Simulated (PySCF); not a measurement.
Compound: C₅H₆O₂.
Geometry (PBE0-D3(BJ)/def2-SVP, Å), atoms numbered from 1 in this order:
```
atom  x, y, z in Å
C1     2.0934   -0.6130   -0.0473
C2     1.2051    0.3106   -0.4361
C3    -0.2357    0.3619   -0.1679
C4    -0.9790    1.3898   -0.6209
C5    -0.9002   -0.7203    0.6211
O6    -0.3376   -1.6326    1.1731
O7    -2.2341   -0.5869    0.6741
H8     3.1427   -0.5090   -0.3344
H9     1.8016   -1.4723    0.5568
H10    1.5616    1.1553   -1.0370
H11   -2.0513    1.4419   -0.4317
H12   -0.5160    2.1999   -1.1909
H13   -2.5506   -1.3219    1.2204
```

Method used: core-valence-separated Tamm–Dancoff BHandHLYP/aug-pcX-1 (pcseg-1 on H) in PySCF, non-relativistic, gas phase, PBE0-D3(BJ)/def2-SVP geometry. Absolute energies from this functional tend to lie a few eV below measured edges; no shift was applied.

(1) What does the O 1s absorption edge look like?

(2) What does the C 1s absorption edge look like?

Answers

(1) 
```
E (eV)       f  core hole on  main final orbital                        polarisation
529.11  0.0416            O6         LUMO (54 %)  normal to the local trigonal plane
532.57  0.0127            O7         LUMO (70 %)                                   –
533.29  0.0039            O6       LUMO+1 (59 %)         in the local trigonal plane
533.34  0.0026            O6       LUMO+4 (45 %)  normal to the local trigonal plane
533.34  0.0244            O7       LUMO+1 (51 %)                                   –
534.48  0.0015            O6       LUMO+3 (40 %)         in the local trigonal plane
534.73  0.0002            O6       LUMO+2 (65 %)                                   –
534.96  0.0010            O6       LUMO+6 (66 %)  normal to the local trigonal plane
535.14  0.0075            O7       LUMO+4 (45 %)                                   –
535.17  0.0021            O6       LUMO+8 (39 %)         in the local trigonal plane
535.40  0.0015            O6       LUMO+5 (42 %)         in the local trigonal plane
```

The first line with a tenth or more of the strongest one's intensity is at 529.11 eV (f = 0.042), with the hole on O6 (acid carbonyl oxygen), polarised normal to the local trigonal plane: a 1s→π* resonance. It is also the strongest listed.

(2) 
```
E (eV)       f  core hole on  main final orbital                        polarisation
281.75  0.0613            C4         LUMO (86 %)  normal to the local trigonal plane
282.05  0.0590            C1         LUMO (42 %)  normal to the local trigonal plane
282.74  0.0347            C3         LUMO (86 %)  normal to the local trigonal plane
282.86  0.0594            C2       LUMO+4 (48 %)  normal to the local trigonal plane
284.99  0.0758            C5         LUMO (48 %)  normal to the local trigonal plane
285.02  0.0146            C2         LUMO (62 %)  normal to the local trigonal plane
285.58  0.0023            C1         LUMO (55 %)  normal to the local trigonal plane
285.82  0.0127            C1       LUMO+3 (63 %)         in the local trigonal plane
286.05  0.0212            C2       LUMO+2 (45 %)         in the local trigonal plane
286.38  0.0123            C4       LUMO+2 (46 %)         in the local trigonal plane
286.49  0.0015            C3       LUMO+4 (86 %)  normal to the local trigonal plane
286.66  0.0103            C1       LUMO+5 (38 %)         in the local trigonal plane
286.91  0.0244            C4              spread         in the local trigonal plane
287.10  0.0027            C1       LUMO+1 (75 %)         in the local trigonal plane
287.32  0.0062            C1       LUMO+6 (46 %)  normal to the local trigonal plane
287.34  0.0007            C4       LUMO+4 (92 %)                                   –
287.40  0.0003            C2       LUMO+1 (80 %)                                   –
287.45  0.0053            C3       LUMO+1 (83 %)         in the local trigonal plane
287.46  0.0026            C2       LUMO+3 (63 %)         in the local trigonal plane
287.47  0.0048            C1       LUMO+2 (44 %)         in the local trigonal plane
287.57  0.0248            C3              spread  normal to the local trigonal plane
287.61  0.0045            C3       LUMO+2 (84 %)         in the local trigonal plane
287.76  0.0014            C1       LUMO+8 (30 %)         in the local trigonal plane
```

The first line with a tenth or more of the strongest one's intensity is at 281.75 eV (f = 0.061), with the hole on C4 (terminal =CH2 carbon), polarised normal to the local trigonal plane: a 1s→π* resonance. The strongest listed is at 284.99 eV (f = 0.076; C5, 1s→π*).

Roots within 0.03 eV whose holes lie on the same, on equivalent or on shared atoms are summed into one line, and the highest roots are left out, as the search may have cut off their partners. Final orbitals are the ground state's empty Kohn–Sham orbitals. A dash: too weak, shared between unlike atoms, or no plane or axis to refer to.

What is the summed oscillator strength of the listed O K lines, and their intensity-weighted mean energy?

Σf = 0.099 over 11 lines from 529.11 to 535.40 eV; the weighted mean is 531.70 eV. The strongest line holds 42 % of the sum.

The list ends where the root search ended, not at a threshold.

One conformer stands for the species.
